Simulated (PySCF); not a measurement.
I3In, charge +1, multiplicity 2. Atoms are numbered in the order given.

```xyz
4

In     0.0000     0.0000     0.0000
I      2.6940     0.0000     0.0000
I     -1.3470     2.3330     0.0000
I     -1.3470    -2.3330     0.0000
```
Charge +1, spin multiplicity 2.

Geometry optimised at PBE-D3(BJ)/def2-SVP. The def2 effective core potentials stand for the cores of I, In; spin–orbit coupling is left out.

The numbers are results of PySCF 2.14.0 with IEF-PCM-ωB97X/def2-SVP, not measurements.

The values are the electrostatic part of the solvation free energy, E(continuum) − E(gas) at the gas-phase geometry, in a cavity of scaled van der Waals radii (PySCF's table); cavitation and dispersion terms are not included. A continuum can't describe solvent molecules that bind to the metal.

```csv
solvent,ε,ΔG(elec) (kcal/mol)
water,78.36,-63.1
n-hexane,1.88,-27.5
chlorobenzene,5.70,-51.0
```
